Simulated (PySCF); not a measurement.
Isomers of C7H11ClO, mass 146.050 u with the commonest isotopes. Computed with PBE0/pcSseg-1 in PySCF (dipole) on a GFN2-xTB geometry, gas phase. One conformer each, none proved a minimum here; rigid rotors.

Question: Order these by radius of gyration √(Σ m r²/M), largest first.
A. `[CH2:1]=[CH:2][C@H:3]([CH2:4][CH3:5])[CH2:6][C:7](=[O:8])[Cl:9]` with C1–C2–C3–C4 -123°, C2–C3–C4–C5 64°, C2–C3–C6–C7 -165°, C3–C6–C7–O8 14°
B. `[CH3:1][CH2:2][C@@:3]1([CH3:4])[CH2:5][C@H:6]1[C:7](=[O:8])[Cl:9]` with C1–C2–C3–C4 -68°, C5–C6–C7–O8 23°
C. `[CH3:1][CH2:2][C@@:3]1([C:4](=[O:5])[Cl:6])[CH2:7][C@H:8]1[CH3:9]` with C1–C2–C3–C4 -71°, C2–C3–C4–O5 -9°
D. `C[C@@H]1[C@H]2CC[C@]1(Cl)CO2`

Answer: A (2.507 Å), B (2.309 Å), C (2.135 Å), D (1.911 Å).

Question: Order these by rotational constant C, largest first.
A. `C[C@@H]1[C@H]2CC[C@]1(Cl)CO2`
B. `[CH3:1][CH2:2][C@@:3]1([C:4](=[O:5])[Cl:6])[CH2:7][C@H:8]1[CH3:9]` with C1–C2–C3–C4 -71°, C2–C3–C4–O5 -9°
C. `[CH3:1][CH2:2][C@@:3]1([CH3:4])[CH2:5][C@H:6]1[C:7](=[O:8])[Cl:9]` with C1–C2–C3–C4 -68°, C5–C6–C7–O8 23°
D. `[CH2:1]=[CH:2][C@H:3]([CH2:4][CH3:5])[CH2:6][C:7](=[O:8])[Cl:9]` with C1–C2–C3–C4 -123°, C2–C3–C4–C5 64°, C2–C3–C6–C7 -165°, C3–C6–C7–O8 14°

Answer: A (1126 MHz), B (839.3 MHz), C (707.8 MHz), D (584.8 MHz).

Question: Order these by rotational constant A, largest first.
A. `[CH3:1][CH2:2][C@@:3]1([C:4](=[O:5])[Cl:6])[CH2:7][C@H:8]1[CH3:9]` with C1–C2–C3–C4 -71°, C2–C3–C4–O5 -9°
B. `C[C@@H]1[C@H]2CC[C@]1(Cl)CO2`
C. `[CH2:1]=[CH:2][C@H:3]([CH2:4][CH3:5])[CH2:6][C:7](=[O:8])[Cl:9]` with C1–C2–C3–C4 -123°, C2–C3–C4–C5 64°, C2–C3–C6–C7 -165°, C3–C6–C7–O8 14°
D. `[CH3:1][CH2:2][C@@:3]1([CH3:4])[CH2:5][C@H:6]1[C:7](=[O:8])[Cl:9]` with C1–C2–C3–C4 -68°, C5–C6–C7–O8 23°

Answer: D (2466 MHz), C (2315 MHz), B (2089 MHz), A (1618 MHz).

```tsv
SMILES	point group	Ia (u·Å²)	Ib (u·Å²)	Ic (u·Å²)	κ	μa (D)	μb (D)	μc (D)
C=C[C@H](CC)CC(=O)Cl	C1	218.33	753.99	864.16	-0.90	2.23	1.23	1.26
CC[C@@]1(C(=O)Cl)C[C@H]1C	C1	312.33	416.76	602.17	-0.04	3.19	1.70	0.83
C[C@@H]1[C@H]2CC[C@]1(Cl)CO2	C1	241.91	375.95	448.78	-0.55	0.93	0.44	1.24
CC[C@@]1(C)C[C@H]1C(=O)Cl	C1	204.92	638.72	714.02	-0.91	3.03	2.15	0.31
```
